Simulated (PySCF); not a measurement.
AlBFH₃O, AlBH₃O₂, AlBFH₂O, B₃H₆Si and others (calculated)

Calculation on a computer-drawn molecule: the log of a Hartree-Fock and frozen-core CCSD(T) single point meant for a local Hartree-Fock minimum, with one planted fault or none, to be diagnosed. Offsets are logged minus clean, where the clean run is the same molecule without the fault. The reference is restricted for singlets and unrestricted otherwise, and also for a bond in bohr or an excited solution. Adding or removing an electron swaps singlet and doublet. The excited solution moves the top pair (singlet) or top alpha electron (doublet) to the lowest empty orbital. Highest occupied and lowest empty are orbital energies over both spins, largest force is the largest gradient component, triples share is (T) over the correlation energy, the T1 limit is 0.02 restricted and 0.045 unrestricted, electrons count all cores, a negative frequency is imaginary (commonest isotopes), and the dipole is about the centre of nuclear charge. Program: PySCF 2.14.0.

Common to all runs: logged SCF converged yes; possible faults no fault, one electron removed, one electron added, multiplicity raised by two, geometry at a saddle point, SCF held on an excited solution, minimal basis STO-3G, one bond length entered in bohr, all coordinates scaled.

```json
{"entry": 1, "formula": "AlBFH3O", "logged_structure": {"atoms_angstrom": [["B", -2.1159, 0.2883, 0.4055], ["O", -0.9363, -0.2335, 0.0314], ["Al", 0.4582, -1.0169, -0.4545], ["F", 0.3177, -2.5747, -0.9713], ["H", -3.3943, 1.3927, -1.1206], ["H", -2.4836, 0.174, 1.5471], ["H", 1.8511, -0.3291, -0.4327]]}, "given": {"meant_charge": 0, "meant_multiplicity": 1, "meant_basis": "cc-pV(D+d)Z", "logged_electrons": 38, "logged_basis_functions": 80, "logged_spin_squared": 0.6192, "logged_highest_occupied [eV]": -9.0934, "logged_lowest_empty [eV]": 1.7323, "logged_largest_force [hartree/bohr]": 0.023707, "logged_T1_diagnostic": 0.05906, "logged_D1_diagnostic": 0.26799, "logged_triples_share": 0.024704, "logged_CC_converged": "yes", "logged_dipole_magnitude [debye]": 2.0164, "logged_SCF_stable_within_its_kind": "yes", "logged_energy_HF [hartree]": -442.70711, "logged_energy_CCSD(T) [hartree]": -443.26284, "drawn_bonds_atom": [1, 2, 3, 1, 1, 3], "drawn_bonds_other_atom": [2, 3, 4, 5, 6, 7], "drawn_bonds_order": [1, 1, 1, 1, 1, 1]}, "results": {"planted_fault": "one bond length entered in bohr, row 4 of the drawn bonds", "HF_energy_offset_from_clean_run [kcal/mol]": 75.21, "CCSD(T)_energy_offset_from_clean_run [kcal/mol]": 73.31}, "notes": ["T1 above single-reference limit"]}
{"entry": 2, "formula": "AlBH3O2", "logged_structure": {"atoms_angstrom": [["B", -2.0272, -2.4457, -1.7656], ["O", -2.0226, -1.3014, -1.123], ["Al", -1.5074, -0.4566, 0.3374], ["O", -0.0024, -0.3913, 0.9156], ["H", -2.2888, -2.4848, -2.9575], ["H", -1.8003, -3.5077, -1.2114], ["H", -2.8427, 0.2355, 0.9095]]}, "given": {"meant_charge": -1, "meant_multiplicity": 1, "meant_basis": "aug-cc-pV(D+d)Z", "logged_electrons": 38, "logged_basis_functions": 27, "logged_spin_squared": 0.0, "logged_highest_occupied [eV]": 1.9868, "logged_lowest_empty [eV]": 14.705, "logged_largest_force [hartree/bohr]": 0.039439, "logged_T1_diagnostic": 0.034628, "logged_D1_diagnostic": 0.12821, "logged_triples_share": 0.072836, "logged_CC_converged": "yes", "logged_dipole_magnitude [debye]": 1.8816, "logged_SCF_stable_within_its_kind": "yes", "logged_energy_HF [hartree]": -412.70198, "logged_energy_CCSD(T) [hartree]": -412.93247, "drawn_bonds_atom": [1, 2, 3, 1, 1, 3], "drawn_bonds_other_atom": [2, 3, 4, 5, 6, 7], "drawn_bonds_order": [1, 1, 1, 1, 1, 1]}, "results": {"planted_fault": "minimal basis STO-3G", "HF_energy_offset_from_clean_run [kcal/mol]": 3467, "CCSD(T)_energy_offset_from_clean_run [kcal/mol]": 3711}, "notes": ["T1 above single-reference limit", "highest electron not bound in this basis"]}
{"entry": 3, "formula": "AlBFH2O", "logged_structure": {"atoms_angstrom": [["B", 1.156, -4.0523, 0.2461], ["O", 1.7942, -2.8786, 0.3817], ["Al", 2.6221, -1.4355, 0.6057], ["F", 3.6526, -1.3426, 1.8952], ["H", 0.0894, -4.2178, 0.7821], ["H", 1.6514, -4.9286, -0.4163]]}, "given": {"meant_charge": 0, "meant_multiplicity": 2, "meant_basis": "cc-pV(D+d)Z", "logged_electrons": 37, "logged_basis_functions": 75, "logged_spin_squared": 0.7566, "logged_highest_occupied [eV]": -5.123, "logged_lowest_empty [eV]": -2.9436, "logged_largest_force [hartree/bohr]": 0.022207, "logged_dipole_magnitude [debye]": 3.7557, "logged_SCF_stable_within_its_kind": "no", "logged_energy_HF [hartree]": -442.056, "drawn_bonds_atom": [1, 2, 3, 1, 1], "drawn_bonds_other_atom": [2, 3, 4, 5, 6], "drawn_bonds_order": [1, 1, 1, 1, 1]}, "results": {"planted_fault": "SCF held on an excited solution", "HF_energy_offset_from_clean_run [kcal/mol]": 101.4}, "notes": ["coupled-cluster numbers left out as unreliable"]}
{"entry": 4, "formula": "B3H6Si", "logged_structure": {"atoms_angstrom": [["B", 0.0305, 0.1862, -1.4982], ["Si", 0.0999, -1.1061, 0.0696], ["B", -1.6215, -1.7068, 0.9688], ["B", 1.8905, -1.7965, 0.74], ["H", 0.075, 1.3549, -1.2732], ["H", -0.0528, -0.2595, -2.5994], ["H", -2.167, -2.6826, 0.5581], ["H", -2.0386, -1.0668, 1.8824], ["H", 2.3278, -2.7975, 0.2654], ["H", 2.4545, -1.1814, 1.5896]]}, "given": {"meant_charge": 1, "meant_multiplicity": 1, "meant_basis": "cc-pV(D+d)Z", "logged_electrons": 34, "logged_basis_functions": 30, "logged_spin_squared": 0.0, "logged_highest_occupied [eV]": -15.547, "logged_lowest_empty [eV]": -1.6357, "logged_largest_force [hartree/bohr]": 0.01922, "logged_T1_diagnostic": 0.0098232, "logged_D1_diagnostic": 0.024471, "logged_triples_share": 0.012427, "logged_CC_converged": "yes", "logged_dipole_magnitude [debye]": 0.0021674, "logged_SCF_stable_within_its_kind": "yes", "logged_energy_HF [hartree]": -361.95458, "logged_energy_CCSD(T) [hartree]": -362.13288, "drawn_bonds_atom": [1, 2, 2, 1, 1, 3, 3, 4, 4], "drawn_bonds_other_atom": [2, 3, 4, 5, 6, 7, 8, 9, 10], "drawn_bonds_order": [1, 1, 1, 1, 1, 1, 1, 1, 1]}, "results": {"planted_fault": "minimal basis STO-3G", "HF_energy_offset_from_clean_run [kcal/mol]": 2616, "CCSD(T)_energy_offset_from_clean_run [kcal/mol]": 2745}}
{"entry": 5, "formula": "B2H6NSi", "logged_structure": {"atoms_angstrom": [["B", -1.8236, -1.4597, 1.3712], ["Si", -1.8156, 0.5855, 0.5695], ["B", -0.1077, 1.691, -0.3328], ["N", 0.2575, 1.6508, -1.7674], ["H", -1.4163, -1.6558, 2.581], ["H", -2.2333, -2.4231, 0.6145], ["H", -3.1759, 1.3911, 0.813], ["H", 0.5478, 2.3861, 0.5429], ["H", -0.251, 1.0932, -2.5454], ["H", 1.1004, 2.2257, -2.1445]]}, "given": {"meant_charge": 1, "meant_multiplicity": 1, "meant_basis": "cc-pV(D+d)Z", "logged_electrons": 36, "logged_basis_functions": 95, "logged_spin_squared": 0.0, "logged_highest_occupied [eV]": -15.652, "logged_lowest_empty [eV]": -5.1606, "logged_largest_force [hartree/bohr]": 0.049812, "logged_T1_diagnostic": 0.019613, "logged_D1_diagnostic": 0.070759, "logged_triples_share": 0.031448, "logged_CC_converged": "yes", "logged_dipole_magnitude [debye]": 1.401, "logged_SCF_stable_within_its_kind": "yes", "logged_energy_HF [hartree]": -395.93422, "logged_energy_CCSD(T) [hartree]": -396.42464, "drawn_bonds_atom": [1, 2, 3, 1, 1, 2, 3, 4, 4], "drawn_bonds_other_atom": [2, 3, 4, 5, 6, 7, 8, 9, 10], "drawn_bonds_order": [1, 1, 1, 1, 1, 1, 1, 1, 1]}, "results": {"planted_fault": "all coordinates scaled, by +8.4 %", "HF_energy_offset_from_clean_run [kcal/mol]": 32.14, "CCSD(T)_energy_offset_from_clean_run [kcal/mol]": 23.7}}
```
